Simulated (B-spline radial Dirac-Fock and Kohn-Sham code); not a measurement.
K-line shifts caused by a second vacancy in Pm

System: atomic promethium, [Xe] 4f5 6s1 6p1 (not the ground configuration).

Input of the calculation (task.json; shells as n, l, electrons):

```json
{"items": [{
  "Z": 61,
  "q": 0,
  "cfg": [[1, 0, 2], [2, 0, 2], [2, 1, 6], [3, 0, 2], [3, 1, 6], [3, 2, 10], [4, 0, 2], [4, 1, 6], [4, 2, 10], [4, 3, 5], [5, 0, 2], [5, 1, 6], [6, 0, 1], [6, 1, 1]],
  "A": 145,
  "rrms": 4.962,
  "do": ["binding", "quiet", "double"]
}]}
```

Command: `python xray_run.py task.json out`

Calculated with a radial finite-basis atomic code, using relaxed Dirac-Fock hole states (ΔSCF) with Breit and QED corrections and a finite nucleus. Each two-hole energy is an average over J within one jj subconfiguration, not an observable level; in light atoms, where LS coupling holds, the j-resolved values are not observed lines, and for a K spectator the Kα1 hypersatellite is nearly forbidden. Electron correlation is not included.

Lines without a spectator: Kα2 (K-L2) 38169.3 eV, Kα1 (K-L3) 38722.8 eV, Kβ3 (K-M2) 43709.1 eV, Kβ1 (K-M3) 43822.4 eV. Shifts in eV with one spectator hole (a dash: not computed, or left out as unreliable):

| spectator hole | Kα2 | Kα1 | Kβ3 | Kβ1 |
| --- | --- | --- | --- | --- |
| K (1s) | +745.5 | +782.2 | +958.3 | +966.6 |
| L2 (2p1/2) | +88.1 | +114.2 | – | +231.3 |
| L3 (2p3/2) | +77.4 | +80.5 | +191.8 | – |
| M2 (3p1/2) | – | +15.76 | +33.4 | +39.9 |
| M3 (3p3/2) | +10.24 | – | +31.6 | +31.4 |
| M4 (3d3/2) | +2.91 | -0.33 | – | – |
| M5 (3d5/2) | -1.34 | +1.50 | – | – |
